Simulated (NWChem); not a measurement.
Molecule: C$_{2}$H$_{3}$BFN; SMILES FB(N)C#C

```xyz
8

C      0.0495     2.2966     0.0000
C      0.0472     1.0806     0.0000
B      0.0283    -0.4611     0.0000
N     -1.1697    -1.1742     0.0000
F      1.1861    -1.1335     0.0000
H      0.0606     3.3720     0.0000
H     -2.0733    -0.7233     0.0000
H     -1.1953    -2.1855     0.0000
```
Atoms are numbered in this order, from 1.

Computed with NWChem. Pople sets run with spherical d functions. All runs use the structure optimised with PBE0/def2-SVP. Level M06-2X/6-31G*: energy and gradient on several grids; changes count from the extra-fine grid, which is no exact limit either.

```
grid     size of the energy change (μHa)  largest change of a gradient component (μHa/bohr)  time, medium = 1 (rough)
-------  -------------------------------  -------------------------------------------------  ------------------------
xcoarse                             2000                                               2000                   about 1
coarse                                20                                               1000                   about 1
medium                              < 10                                                300                   about 1
fine                                < 10                                                 50                   about 1
xfine                               < 10                                               < 30                         2
```
